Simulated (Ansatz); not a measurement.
The same path of C2H7AlClN + H2 (14 atoms, charge 0, multiplicity 1) was run twice with different band settings. Lost on the way: H6–H7. Made: Al1–H7, N2–H6.

The calculation used RKS PBE-D4/6-31G* in Ansatz.

Relaxed end points:

```xyz
14
Properties=species:S:1:pos:R:3
Al -0.827 0.599 -0.793
N -0.593 0.239 0.944
C 0.041 -0.926 1.553
C -0.208 -0.546 -2.253
Cl -1.852 2.431 -1.179
H 1.651 1.573 1.205
H 2.331 1.814 1.425
H -0.945 0.899 1.641
H -0.655 -1.492 2.203
H 0.386 -1.617 0.765
H 0.927 -0.653 2.160
H -1.060 -0.930 -2.842
H 0.436 0.021 -2.946
H 0.367 -1.413 -1.884
```

```xyz
14
Properties=species:S:1:pos:R:3
Al 0.351 1.000 -0.766
N -0.331 0.420 1.096
C 0.272 -0.833 1.622
C -0.199 -0.469 -1.966
Cl -0.871 2.809 -0.874
H -0.143 1.206 1.734
H 1.900 1.280 -0.416
H -1.357 0.339 1.053
H 0.029 -1.654 0.932
H 1.366 -0.707 1.644
H -0.091 -1.081 2.633
H -1.280 -0.692 -1.904
H 0.004 -0.208 -3.021
H 0.350 -1.409 -1.766
```

Common settings: spring 5.0 eV/Å²; optimiser quadratic models (default); start path through a guess of the saddle point; force threshold 0.05 eV/Å; iteration limit 60; end points relaxed.

| run | movable images | climbing image |
| --- | --- | --- |
| 1 | 9 | yes |
| 2 | 4 | no |

(1) What does each run give, and how far can it be trusted?

Answers

(1) Run 1: converged after 15 iterations, highest image 0.689 eV above the first end. A vibrational analysis at the climbing image gives one clearly imaginary mode, 1052i cm⁻¹: a first-order saddle point.
Run 2: converged after 56 iterations, highest image 0.092 eV above the first end. No image climbed, so the highest image needn't sit at the top of the path. A band with more images between the same ends climbed to 0.69 eV, so this one has probably stepped over the top.
The orbitals stay closed-shell, which can raise the energy where a bond breaks towards radicals; this wasn't checked here.
